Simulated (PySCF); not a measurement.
C3H3ClF2, SMILES F[C@@H]1C[C@@]1(F)Cl.

Coordinates come from a PBE0-D3(BJ)/def2-SVP optimisation. The structure was generated by enumeration; whether it is a known compound was not checked.

Level of theory: ωB97X/def2-TZVP (PySCF).

Computed frontier levels, gap, dipole moment and polarisability:
```json
{
 "highest_occupied_level": "-10.59 eV",
 "lowest_empty_level": "2.48 eV",
 "orbital_gap": "13.06 eV",
 "dipole_moment": "2.22 D",
 "quadrupole, principal values (traceless, Buckingham form, about the centre of nuclear charge)": "-5.37, 1.22, 4.16 D·Å",
 "mean_static_polarisability": "45.8 bohr³ (6.79 Å³)",
 "polarisability_principal_values": "40.7, 42.0, 54.8 bohr³"
}
```
